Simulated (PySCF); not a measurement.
# Dipole response of Re+ (rhenium, charge +1)

[Xe] 4f14 5d5 6s1, high-spin 7S determinant. Calculation: PySCF 2.14, in aug-cc-pVTZ-PP with one added diffuse shell each of s, p, d, f, g type with ECP60MDF (7s7p6d4f3g, 113 functions); scalar relativity through the core potential. Coupled (time-dependent) response in atomic units; α is the mean over directions.

```
method  mean α (bohr³)  C₆ (like pair)  S(−4)
  PBE0           31.28           263.6  382.3
```

S(−4) is the Cauchy moment in α(ω) = α(0) + S(−4) ω² + …

α(iu) at PBE0:

```json
{"u (hartree)": "0", "α(iu) (bohr³)": "31.28"}
{"u (hartree)": "0.0500", "α(iu) (bohr³)": "30.37"}
{"u (hartree)": "0.100", "α(iu) (bohr³)": "27.99"}
{"u (hartree)": "0.200", "α(iu) (bohr³)": "21.93"}
{"u (hartree)": "0.300", "α(iu) (bohr³)": "16.92"}
{"u (hartree)": "0.500", "α(iu) (bohr³)": "10.98"}
{"u (hartree)": "0.750", "α(iu) (bohr³)": "7.353"}
{"u (hartree)": "1.00", "α(iu) (bohr³)": "5.377"}
{"u (hartree)": "1.50", "α(iu) (bohr³)": "3.298"}
{"u (hartree)": "2.00", "α(iu) (bohr³)": "2.240"}
{"u (hartree)": "3.00", "α(iu) (bohr³)": "1.220"}
{"u (hartree)": "5.00", "α(iu) (bohr³)": "0.5148"}
```

A single London oscillator, α(iu) = α/(1 + u²/ω²), gives C₆ = (3/4) ω α². Matching the computed C₆ needs ω = 4 × 263.6 / (3 × 31.28²) = 0.359 hartree.

For an ion, C₆ is the dispersion term alone; charge-induced terms of lower order in 1/R come first.

Energies and moments cover only the electrons outside the core potential. Spin-orbit coupling, which splits the p, d and f shells strongly at this Z, is absent.
